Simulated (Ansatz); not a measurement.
A structure relaxed at r2SCAN-D4/def2-TZVP in Ansatz, charge 0, doublet:

```tsv
atom	x (Å)	y (Å)	z (Å)
Cs1	1.8095	-0.5248	-2.0323
Cs2	-0.9270	-2.7636	0.6269
Cs3	-1.7392	1.0242	-0.6912
H4	0.4710	2.4462	1.8577
H5	0.6097	-0.3780	0.5320
H6	0.5912	1.7405	1.6271
H7	-0.8151	-1.5446	-1.9203
```

(1) Give its formula.

(2) Summarise the bond lengths by kind (pairs closer than 1.2 times the sum of covalent radii, bridged metal pairs left out).

Answers

(1) Cs₃H₄ (the lowest doublet isomer of a short search).

(2) 6 × Cs–H 2.82 to 3.00 Å.

In the def2 sets Cs takes a core potential; there is no spin–orbit coupling. In the doublet, H4 and H6 lie 0.75 Å apart (atoms count from 1), so H2 has formed as a molecule. The relaxation made no stability test and no search for a lower SCF solution. The structure comes from a short search, and lower isomers may exist.
